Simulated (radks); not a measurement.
Results of a calculation; reference values are marked as such.
The iron ion Fe2+ inside a hard spherical wall (all orbitals vanish at R), configuration held at [Ar] 3d6 and not refilled when levels cross. Code: a radial shooting solver on a logarithmic mesh with Libxc functionals. Model: scalar-relativistic Kohn-Sham, PBEsol, spin-polarised, spherical densities, point nucleus; open shells are filled with parallel spins first. Eigenvalues in eV for spin up, with the zero of energy where the potential of the charges vanishes at infinity; a dash marks a level that is unbound or too diffuse for the functional's potential to be trusted. A positive occupied level is held by the wall or, in an anion where self-interaction has pushed it up, behind a barrier. The pressure on the wall is -dE/dV.

| R (bohr) | E (hartree) | kinetic (hartree) | e(2p) | e(3s) | e(3p) | e(3d) | e(4s, empty) | e(4p, empty) | pressure (GPa) |
|---|---|---|---|---|---|---|---|---|---|
| free | -1270.49376 | 1285.587 | -716.23 | -113.74 | -79.899 | -27.152 | -20.568 | -14.487 | 0 |
| 15 | -1270.49376 | 1285.587 | -716.23 | -113.74 | -79.899 | -27.152 | -20.568 | -14.487 | < 0.0001 |
| 8 | -1270.49375 | 1285.587 | -716.23 | -113.74 | -79.899 | -27.152 | -20.566 | -14.470 | 0.000127 |
| 7 | -1270.49374 | 1285.587 | -716.23 | -113.74 | -79.897 | -27.151 | -20.556 | -14.412 | 0.00178 |
| 5 | -1270.49210 | 1285.604 | -716.12 | -113.64 | -79.804 | -27.061 | -20.102 | -13.290 | 0.353 |
| 4 | -1270.47807 | 1285.709 | -715.51 | -113.14 | -79.317 | -26.567 | -18.143 | -10.033 | 5.11 |
| 3.5 | -1270.44597 | 1285.908 | -714.50 | -112.34 | -78.542 | -25.743 | -15.138 | -5.782 | 20.4 |
| 3 | -1270.34505 | 1286.460 | -712.15 | -110.57 | -76.819 | -23.806 | -8.251 | 3.057 | 89.7 |
| 2.5 | -1269.99669 | 1288.214 | -706.43 | -106.57 | -72.826 | -19.060 | 8.549 | 22.853 | 472 |
| 1.5 | -1261.05965 | 1324.449 | -643.37 | -61.937 | -25.275 | 35.110 | 199.09 | 218.19 | 33500 |
